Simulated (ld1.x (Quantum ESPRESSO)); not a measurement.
## Before and after: TM potential for silicon

* Element: silicon (Si)
* Generator: ld1.x (Quantum ESPRESSO) 7.5
* Type: norm-conserving Troullier–Martins (Kleinman–Bylander form)
* Functional: PBEsol
* Relativity: non-relativistic
* Frozen core: [Ne]
* Valence charge: 4
* Reference configuration: 3s1 3p3
* Partial waves: 3s (bound): rc 1.40 bohr; 3p (bound): rc 1.75 bohr; 3d channel at -0.15 Ry: rc 1.50 bohr
* Local potential: all-electron potential smoothed inside 1.20 bohr (lloc = -1)
* Core correction: Bessel-smoothed model core inside 1.30 bohr

Change: core correction Bessel-smoothed model core inside 1.72 bohr.

Cutoffs: the cutoffs (Ry, on a coarse ladder) from which the occupation-weighted sum of valence levels, in a spherical-Bessel basis at the reference potential, stays within 10 and 1 mRy of its value at 400 Ry; they do not see the model core or the augmentation charge, which bear on the density cutoff. Errors are all-electron minus pseudo energies relative to the spin-unpolarised reference configuration.

What does the change do?

The potential gets neither clearly harder nor softer (15 Ry and 55 Ry → 15 Ry and 55 Ry); of the 7 tests that both files solve, the error grows in 2 and shrinks in 2 by more than 15 % and 0.3 meV (median size 1.7 → 2.4 meV); neither file shows a bound ghost. A wider model core is smoother and lowers the density cutoff, which this test does not measure.

| quantity | base | changed |
| --- | --- | --- |
| cutoff, loose | 15 Ry | 15 Ry |
| cutoff, tight | 55 Ry | 55 Ry |
| bound ghosts | none | none |
| error for 3s2 3p2, meV [ΔE -6.74 eV] | +1.4 | -0.1 |
| error for 3s2 3p1, meV [ΔE 0.99 eV] | -1.6 | -1.3 |
| error for 3s2 3p0, meV [ΔE 16.96 eV] | +35 | +37 |
| error for 3s2 3p1.5, meV [ΔE -3.82 eV] | -1.7 | -2.4 |
| error for 3s1 3p0, meV [ΔE 50.79 eV] | +215 | +212 |
| error for 3s1 3p2, meV [ΔE 8.33 eV] | +6.3 | +5.6 |
| error for 3s0 3p4, meV [ΔE 6.88 eV] | -1.4 | -2.3 |
| s: phases at 1.90 bohr within 0.05 rad from the reference energy up to (Ry; the scan ends near 5) | -0.3 | -0.3 |
| p: phases at 1.90 bohr within 0.05 rad from the reference energy up to (Ry; the scan ends near 5) | 2.6 | 2.6 |
| d: phases at 1.90 bohr within 0.05 rad from the reference energy up to (Ry; the scan ends near 5) | to the end of the scan | to the end of the scan |
